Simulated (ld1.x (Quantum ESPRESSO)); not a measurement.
antimony (Sb), TM: configuration errors across variants

antimony (Sb), norm-conserving Troullier–Martins (Kleinman–Bylander form), made with ld1.x (Quantum ESPRESSO) 7.5 (revPBE, fully relativistic). Core [Kr], reference 4d10 5s1.5 5p3.5. Waves: 5s (bound): rc 2.05 bohr; 5p (bound): rc 1.60 bohr; 4d (bound): rc 1.40 bohr. Local part: all-electron potential smoothed inside 1.85 bohr (lloc = -2). Core correction: Bessel-smoothed model core inside 0.65 bohr.

Open shells are filled in proportion to 2j + 1 (rel_dist='average').

All-electron excitation energies from the reference (eV): (1) 4d10 5s2 5p3 -4.006; (2) 4d10 5s2 5p2 4.273; (3) 4d10 5s2 5p1 20.181; (4) 4d9 5s2 5p4 27.087; (5) 4d10 5s1 5p0 88.593; (6) 4d10 5s1 5p4 4.057; (7) 4d10 5s2 5p3.3 -5.156.

1 further variants failed, have other tests or too few solved ones, and are left out.

A true bound ghost makes a file unfit for plane-wave use even where its test errors are small: the radial tests pick states by their node count and pass the ghost by.

Errors AE − PS in meV (a dash: test not solved or not reliable):

| change | (1) | (2) | (3) | (4) | (5) | (6) | (7) | bound ghosts |
| --- | --- | --- | --- | --- | --- | --- | --- | --- |
| base | -0.4 | +1.0 | +11 | -126 | +19 | -0.8 | +0.4 | none |
| wave 5p (bound): rc 1.60 bohr becomes 5p (bound): rc 1.30 bohr | -7.1 | -19 | -53 | -123 | -133 | -8.3 | -5.3 | p1/2, p3/2 |
| wave 5p (bound): rc 1.60 bohr becomes 5p (bound): rc 1.72 bohr | 0.0 | +1.3 | +10 | -197 | +12 | -0.1 | +0.8 | none |
| wave 5p (bound): rc 1.60 bohr becomes 5p (bound): rc 1.90 bohr | -0.1 | +0.2 | +6.1 | -267 | +6.1 | -0.3 | +0.6 | none |
| wave 5p (bound): rc 1.60 bohr becomes 5p (bound): rc 2.12 bohr | -0.4 | -0.6 | +3.9 | -295 | +8.6 | -0.6 | +0.4 | none |
| wave 5p (bound): rc 1.60 bohr becomes 5p (bound): rc 2.38 bohr | -0.4 | -0.6 | +3.8 | -293 | +5.7 | -0.5 | +0.4 | none |

Problem. Give the same row for: wave 5p (bound): rc 1.60 bohr becomes 5p (bound): rc 1.56 bohr.

Solution. -0.8, +0.3, +9.3, -106, +18, -1.2, 0.0; bound ghosts: none.
